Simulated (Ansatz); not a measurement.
Geometry optimisation, Ansatz 0.2.0, RKS B3LYP-D4/def2-mTZVP.

Input file:

```yaml
crystal:
  periodic: [false, false, false]
  atoms:
    - { symbol: Ga, position_ang: [0.0, 0.0, 0.0] }
    - { symbol: "N", position_ang: [0.0, 0.0, 2.28] }
    - { symbol: H, position_ang: [-0.877, -0.2713, 2.81] }
    - { symbol: H, position_ang: [0.877, 0.2713, 2.81] }
    - { symbol: H, position_ang: [1.3596, 0.0, -0.785] }
    - { symbol: H, position_ang: [-1.3596, 0.0, -0.785] }
    - { symbol: Br, position_ang: [-0.3402, 2.5587, 0.8577] }
    - { symbol: H, position_ang: [-0.1693, 1.2731, 2.0855] }
basis:
  gaussian: { orbitals: def2-mTZVP }
hamiltonian:
  xc: b3lyp
  dispersion: d4
relax:
  f_tol: 0.15
  max_steps: 25
  restrain:
    - { distance: [0, 6], at: 3.62, k: 30.0 }
    - { distance: [7, 1], at: 2.26, k: 30.0 }
    - { distance: [0, 1], at: 1.93, k: 30.0 }
    - { distance: [7, 6], at: 1.55, k: 30.0 }
```

Launched with:

```bash
$ ansatz run input.yaml --threads 2 --pin off --max-ram 3072MiB --backend cpu --events-out ev --progress --plain --runs-dir out
```

Q: Where does it end, and by what steps?

A: The run converged. The restraints hold the end off the free minimum. After 8 steps the energy has fallen by 0.229 eV (the restraints' own energy left out); H8 moved furthest, 0.83 Å. Parted: Ga1–Br7 (2.72 → 3.62 Å).

| step | energy less start (eV) | largest force component (eV/Å) | accepted |
| --- | --- | --- | --- |
| 0 | 0.0000 | 3.190 | yes |
| 1 | 0.6728 | 2.187 | yes |
| 2 | 0.8558 | 1.761 | yes |
| 3 | 0.4711 | 1.517 | yes |
| 4 | -0.0478 | 1.039 | yes |
| 5 | -0.2243 | 0.777 | yes |
| 6 | -0.1763 | 0.870 | no |
| 7 | -0.2225 | 0.827 | yes |
| 8 | -0.2290 | 0.866 | yes |

```xyz
8
Properties=species:S:1:pos:R:3
Ga 0.016 -0.196 0.157
N 0.008 -0.150 2.060
H -0.786 -0.505 2.577
H 0.864 -0.295 2.578
H 1.417 -0.024 -0.509
H -1.383 -0.375 -0.514
Br -0.392 3.297 1.016
H -0.252 2.081 1.909
```

Time of the run: 34 s on 2 threads of Arm Neoverse V1, with other jobs on the host, peak memory 0.25 GiB.
